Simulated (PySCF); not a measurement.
H₆O₄SnZr, SMILES [OH][Zr]([OH])([OH])[O][SnH3], multiplicity 1. Heavy atoms are numbered as in [O:1]([SnH3:2])[Zr:6]([OH:7])([OH:9])[OH:11]. Hydrogens are named by the atom that carries them.

Coordinates come from a PBE0-D3(BJ)/def2-SVP optimisation. The multiplicity is an assumed one; other spin states were not compared. The def2 effective core potentials stand for the cores of Sn, Zr; spin–orbit coupling is left out. Other conformers were not sampled.

All values below come from r2SCAN/def2-TZVP in PySCF.

ESP charges are fitted to the potential on shells at 1.4 to 2.0 van der Waals radii. Atomic charges (e), one atom of each kind:

| atom | ESP fit | Löwdin | Mulliken |
|---|---|---|---|
| O1 | -0.65 | -0.39 | -0.84 |
| Sn2 (SnH3) | 0.48 | 0.43 | 0.62 |
| H on Sn2 | -0.07 | -0.05 | … |
| Zr6 | 1.95 | 0.64 | … |
| O7 (OH) | -1.03 | -0.33 | -0.78 |
| H on O7 | 0.51 | 0.16 | … |

Problem. Some entries are withheld; supply them. (An estimate is asked for; the answer gives what the named calculation found.)

Solution. 
- H on Sn2, Mulliken: -0.07
- Zr6, Mulliken: 1.81
- H on O7, Mulliken: 0.32
